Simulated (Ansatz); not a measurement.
`C[O][Sn]([F])([CH2][Si](C)(C)C)[O]C` and `C[O][Sn]([F])([F])[O]C` differ in one atom or group.

Ansatz, PBE0-D4/def2-TZVP geometries, multiplicity 1. Each molecule was computed in one conformer, which needn't be the lowest.

Elements past krypton have def2 core potentials.

```tsv
property	`C[O][Sn]([F])([CH2][Si](C)(C)C)[O]C`
LUMO energy (PBE0/def2-TZVPP) / eV	-0.85
HOMO–LUMO gap (PBE0/def2-TZVPP) / eV	6.84
LUMO energy (PBE/def2-TZVPP) / eV	-1.83
HOMO–LUMO gap (ωB97M-V/def2-TZVPP) / eV	11.11
HOMO–LUMO gap (B3LYP/def2-TZVPP) / eV	6.28
size of the dipole moment (ωB97M-V/def2-TZVPP) / D	1.97
```

(1) What does the change do to each property? (Best estimate.)

## Answers

(1) Ansatz gave: 
```
                                          property  `C[O][Sn]([F])([F])[O]C`  shift
                LUMO energy (PBE0/def2-TZVPP) / eV                     -2.32  -1.47
              HOMO–LUMO gap (PBE0/def2-TZVPP) / eV                      6.28  -0.56
                 LUMO energy (PBE/def2-TZVPP) / eV                     -3.32  -1.49
           HOMO–LUMO gap (ωB97M-V/def2-TZVPP) / eV                     10.76  -0.35
             HOMO–LUMO gap (B3LYP/def2-TZVPP) / eV                      5.68  -0.60
size of the dipole moment (ωB97M-V/def2-TZVPP) / D                      2.65   0.68
```

With PBE0 the HOMO falls by 0.91 eV and the LUMO falls by 1.47 eV, so the gap narrows by about 0.56 eV. PBE moves the HOMO by -0.86 eV and ωB97M-V by -0.89 eV. Dipoles are sizes alone; their direction can turn.

B3LYP here is the variant with VWN-RPA as its local correlation; programs differ in this.
